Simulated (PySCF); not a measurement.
PySCF 2.14 output of a UHF calculation on a single atom or ion in aug-cc-pwCVTZ-DK (10s9p7d4f3g, 127 functions), with the spin-free X2C one-electron Hamiltonian (Gaussian nucleus):

```
SCF conv_tol = 1e-09
number electrons alpha = 16  beta = 14
cycle= 1 E= -1793.94152629919  delta_E= -4.91e-05  |g|= 0.00197  |ddm|= 0.015
cycle= 2 E= -1793.94153096613  delta_E= -4.67e-06  |g|= 0.000915  |ddm|= 0.00393
cycle= 3 E= -1793.94153238527  delta_E= -1.42e-06  |g|= 0.000398  |ddm|= 0.00209
cycle= 4 E= -1793.94153265332  delta_E= -2.68e-07  |g|= 0.000204  |ddm|= 0.001
cycle= 5 E= -1793.94153266692  delta_E= -1.36e-08  |g|= 5.67e-05  |ddm|= 0.000193
cycle= 6 E= -1793.94153266822  delta_E= -1.3e-09  |g|= 6.32e-06  |ddm|= 6.88e-05
cycle= 7 E= -1793.94153266824  delta_E= -2.68e-11  |g|= 8.28e-07  |ddm|= 1.15e-05
converged SCF energy = -1793.94153266824  <S^2> = 2.0007971  2S+1 = 3.0005313
```

The run itself started from symmetry-adapted Hartree-Fock orbitals and held the occupation by maximum overlap, so the iterations belong to that start.

Which element, charge and spin multiplicity is this?

Zn (zinc, neutral), multiplicity 3; the state was [Ar] 3d10 4s1 4d1, high-spin 3D determinant (an excited configuration).

The outer electron is Rydberg-like, and this basis confines it to a smaller radius and binds it less than a complete one would. At UHF the highest occupied level has a positive energy, so only the finite basis holds that electron; for this excited configuration the basis is too tight for the outer shell.
